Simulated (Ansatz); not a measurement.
Mulliken charges of C$_{2}$H$_{5}$Ga, SMILES `[CH2]1[CH2][GaH]1` from B3LYP/def2-TZVPP in Ansatz (PBE0-D4/def2-TZVP geometry).

```tsv
atom	x (Å)	y (Å)	z (Å)	charge (e)
C1	-0.775	0.113	-0.421	-0.272
C2	0.639	0.633	-0.017	-0.272
Ga3	0.251	-1.154	0.632	0.173
H4	-0.933	-0.063	-1.482	0.082
H5	-1.621	0.634	0.020	0.083
H6	0.659	1.471	0.676	0.082
H7	1.345	0.781	-0.830	0.083
H8	0.526	-2.472	1.366	0.040
```

By hand: the dipole of these point charges (1 e Å = 4.8032 D).

Σ q r = (0.056, -0.269, 0.150) e Å, of length 0.313 e Å = 1.50 D.

How does the dipole of the full density compare? (Estimate.)

Computed: (0.024, -0.113, 0.063) e Å, 0.63 D; the point charges give 2.38 times that, at 0° from its direction.

Point charges leave out the atoms' own dipoles, such as those of lone pairs, and Mulliken's split depends on the basis, so the two needn't agree.

B3LYP here is the variant with VWN-RPA as its local correlation; programs differ in this.
